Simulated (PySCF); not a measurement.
# Radial density of V(3+) (vanadium, charge +3)

UHF, [Ar] 3d2, high-spin 3F determinant. Calculation: PySCF 2.14, in def2-SVP (5s3p2d1f, 31 functions); no relativity, point nucleus.

| r (bohr) | 4πr²ρ (e/bohr) | 4πr²(ρα − ρβ) |
| --- | --- | --- |
| 0.00124 | 0.1463 | 0.0000 |
| 0.00209 | 0.4042 | 0.0000 |
| 0.00351 | 1.079 | 0.0000 |
| 0.00590 | 2.719 | 0.0000 |
| 0.00993 | 6.414 | 0.0000 |
| 0.0167 | 13.29 | 0.0000 |
| 0.0281 | 22.50 | 0.0001 |
| 0.0472 | 27.31 | 0.0002 |
| 0.0794 | 22.47 | 0.0012 |
| 0.134 | 22.60 | 0.0137 |
| 0.225 | 29.61 | 0.1166 |
| 0.378 | 15.11 | 0.5490 |
| 0.636 | 9.657 | 1.4343 |
| 1.07 | 9.264 | 1.5749 |
| 1.80 | 1.637 | 0.5343 |
| 3.03 | 0.03962 | 0.0300 |
| 5.09 | 0.0004000 | 0.0002 |
